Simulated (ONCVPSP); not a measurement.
## caesium (Cs) ONCV: all-electron and pseudo phase curves

ONCVPSP 4.0.1 input, shortened (lines: element, Z, core and valence counts, functional; n l f; lmax; l rc ep ncon nbas qcut; lloc lpopt rc5 dvloc0; l nproj debl; icmod fcfact rcfact), PBEsol, scalar-relativistic:

```
  Cs 55.00   11    2  -116133      upf
    1    0    2.00
    2    0    2.00
    2    1    6.00
    3    0    2.00
    3    1    6.00
    3    2   10.00
    4    0    2.00
    4    1    6.00
    4    2   10.00
    5    0    2.00
    5    1    6.00
    5    2    0.50
    6    0    0.50
    2
    0    3.85    0.00    4    7    2.00
    1    3.75    0.22    4    9    1.90
    2    3.75    0.00    3    5    2.20
    2    5    3.75    0.00
    0    1    0.80
    1    2    2.30
    2    0    3.00
    2    0.60    1.05
```

The phase is arctan(r·R′/R) of the radial function R(r), unwrapped; energies in Ha, scanned from -2 to 5 Ha. A pole is an energy at which the radial function vanishes at the test radius. The pseudo phase is shifted by a multiple of π to meet the all-electron one at the reference energy, and phase errors are pseudo minus all-electron; the curves can meet again beyond the range given. Levels narrower than the energy grid can be missing from the lists of poles.

Q: For each channel, where are the poles, and over which energies does the pseudopotential scatter like the atom?

A:

| channel | radius (bohr) | reference energy (Ha) | poles, all-electron | poles, pseudo | unbroken range about the reference energy with phases within 0.05 rad | phase error 1 Ha above the reference energy (rad) |
| --- | --- | --- | --- | --- | --- | --- |
| s | 3.90 | -0.08 | -0.97, 0.67, 2.92 | 0.11, 0.71, 2.22, 4.50 | -0.8 to 0.0 | -3.146 |
| p | 3.81 | 0.22 | -0.45, 1.15, 3.62 | 0.89, 3.82 | 0.1 to 0.4 | -0.111 |
| d | 3.81 | -0.02 | 0.28, 1.91, 4.47 | 0.31, 2.08, 4.48 | below 0.4 | +1.305 |

Note: no bound ghost flagged; GHOST(+) flagged for s at 3.5 eV, p at 67.4 eV.

Phases in the s channel:

| E (Ha) | all-electron | pseudo |
| --- | --- | --- |
| -1.98 | 1.410 | -1.728 |
| -1.62 | 1.385 | -1.750 |
| -1.26 | 1.338 | -1.784 |
| -0.90 | -1.768 | -1.843 |
| -0.54 | -1.956 | -1.984 |
| -0.18 | -2.686 | -2.702 |
| 0.18 | -4.390 | -7.390 |
| 0.54 | -4.662 | -7.784 |
| 0.90 | -4.788 | -7.932 |
| 1.26 | -4.974 | -8.338 |
| 1.62 | -6.609 | -10.752 |
| 1.98 | -7.636 | -10.941 |
| 2.34 | -7.768 | -11.020 |
| 2.70 | -7.827 | -11.109 |
| 3.06 | -7.871 | -11.452 |
| 3.42 | -7.918 | -13.813 |
| 3.78 | -7.999 | -14.032 |
| 4.14 | -8.349 | -14.097 |
| 4.50 | -10.608 | -14.138 |
| 4.86 | -10.861 | -14.178 |
